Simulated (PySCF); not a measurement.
## Working out the ionisation energy of Ar⁺

Ar⁺ [Ne] 3s2 3p5 (2P) → Ar²⁺ [Ne] 3s2 3p4 (3P). Computed with PySCF 2.14 in def2-SVP, with no relativity, point nucleus. Frozen: [Ne]. Energies in hartree (1 hartree = 27.21139 eV):

```tsv
part	Ar⁺ (lower)	Ar²⁺ (upper)
UHF	-526.086378	-525.106408
CCSD correlation	-0.130608	-0.109056
(T)	-0.000886	-0.000920
```

Task: What does Hartree-Fock give?

Result: (-525.106408) − (-526.086378) = 0.979970 hartree = 26.666 eV.

Task: What do CCSD and CCSD(T) give?

Result: The CCSD correlation energies differ by 0.021552 hartree = 0.586 eV and the triples by -0.000034 hartree = -0.001 eV, so CCSD gives 27.252 eV and CCSD(T) 27.251 eV.

Reference: 27.630 eV (measured; NIST Atomic Spectra Database, ionization energies), between the lowest levels; spin-orbit coupling is absent from the calculation.

A double-zeta basis recovers only part of the correlation energy.

What remains against the reference includes basis incompleteness, the frozen core and higher excitations.
